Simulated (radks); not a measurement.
These are the eigenvalues of the occupied orbitals of an atom or ion with whole-number occupations (eV). Method: scalar-relativistic Kohn-Sham, BLYP, spin-polarised, spherical densities, finite nucleus; Fermi nuclear charge, rms radius of each element as measured or else 0.836 A^(1/3) + 0.57 fm; computed with a radial shooting solver on a logarithmic mesh with Libxc functionals.

orbital  eigenvalue
1s down   -43415.76
1s up     -43415.75
2s up     -7032.682
2s down   -7032.671
2p up     -6288.930
2p down   -6288.924
3s up     -1535.461
3s down   -1534.410
3p up     -1300.874
3p down   -1299.829
3d up     -975.0867
3d down   -974.2755
4s up     -316.2521
4s down   -313.3340
4p up     -239.4431
4p down   -236.5150
4d up     -130.2585
4d down   -127.3364
5s up      -53.9240
5s down    -52.1429
5p up      -35.3071
5p down    -33.9342
4f up      -15.2973

Which element is it, and in what charge state? The configuration may be excited. Open shells, if any, are filled with parallel spins first.

Answer. Z = 60, neodymium, charge +2: Nd2+ in [Xe] 4f4. The list shows which subshells hold electrons but not how many an open one holds; the 1s level, -1595.5 hartree, gives Z - s = 56.5 by -(Z - s)^2/2, which with screening and relativity narrows Z to a few neighbours, and the depths of the outer levels then fix element, charge and occupations together.
